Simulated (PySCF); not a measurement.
# Spin-state energies of [Mn(SH)4]2-

[Mn(SH)4]2-: Mn(II) (d5), charge -2. The structure is a PBE0-D3(BJ)/def2-TZVP, IEF-PCM water geometry optimised for multiplicity 6; coordination tetrahedral, point group S4, metal–donor distances 2.45 Å.

```
9

Mn    0.0000    0.0000    0.0000
S     1.4461    1.4461    1.3531
H     0.4563    2.1463    1.9322
S    -1.4461   -1.4461    1.3531
H    -0.4563   -2.1463    1.9322
S    -1.4461    1.4461   -1.3531
H    -2.1463    0.4563   -1.9322
S     1.4461   -1.4461   -1.3531
H     2.1463   -0.4563   -1.9322
```

Method (PySCF 2.14, density fitting): CASSCF(5,5) with orbitals averaged over all microstates of the shell, strongly contracted NEVPT2 on the averaged canonical orbitals; basis x2c-TZVPall on the metal, x2c-SVPall elsewhere; spin-free X2C; IEF-PCM water; spin-orbit coupling by state interaction with the mean-field operator over all roots.

The unrestricted Kohn–Sham energies use the same basis, Hamiltonian, solvent and geometry. All energies are vertical, in cm⁻¹ above the lowest state with 2S+1 = 6; a negative value means that the lower spin is more stable. A dash marks a spin without a sound unrestricted solution.

```csv
method,2S+1 = 4,2S+1 = 2
CASSCF,26990,39693
NEVPT2,22794,35066
BP86,11456,–
TPSSh,14346,–
B3LYP,14592,–
PBE0,17382,–
```

(1) How does exact exchange act on the 2S+1 = 4 state?

The functionals differ in more than their exact exchange.

The active space of the d orbitals alone lacks metal–ligand bonding pairs, which usually tilts NEVPT2 towards high spin.

Answers

(1) From BP86 (0 % exact exchange) to PBE0 (25 %) it moves by +5926 cm⁻¹ against the high-spin state, so more exact exchange favours high spin, the usual trend.
